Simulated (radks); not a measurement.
Task: The mean radii <r> (bohr) of the occupied orbitals of an atom or ion are listed with their occupations. Calculated with a radial shooting solver on a logarithmic mesh with Libxc functionals: scalar-relativistic Kohn-Sham, SCAN, spin-polarised, spherical densities, finite nucleus; meta-GGA in the generalised Kohn-Sham scheme; Fermi nuclear charge, rms radius of each element as measured or else 0.836 A^(1/3) + 0.57 fm.

| orbital | occ. | <r> |
|---|---|---|
| 1s up | 1 | 0.02151 |
| 1s down | 1 | 0.02151 |
| 2s up | 1 | 0.09147 |
| 2s down | 1 | 0.09146 |
| 2p up | 3 | 0.08090 |
| 2p down | 3 | 0.08090 |
| 3s up | 1 | 0.2385 |
| 3s down | 1 | 0.2385 |
| 3p up | 3 | 0.2373 |
| 3p down | 3 | 0.2372 |
| 3d up | 5 | 0.2159 |
| 3d down | 5 | 0.2159 |
| 4s up | 1 | 0.5189 |
| 4s down | 1 | 0.5191 |
| 4p up | 3 | 0.5402 |
| 4p down | 3 | 0.5404 |
| 4d up | 5 | 0.5598 |
| 4d down | 4 | 0.5601 |

Name the element and its charge. Open shells, if any, are filled with parallel spins first.

Result: Z = 65, terbium, charge +20: Tb20+ in [Kr] 4d9. The 1s radius gives Z: for a bare nucleus <r> = (2 gamma + 1)/(2Z) with gamma = sqrt(1 - (Z/c)^2), 0.02124 bohr for Z = 65, and screening makes it slightly larger (0.02151 here). The occupations add up to 45, and the charge is Z minus that.
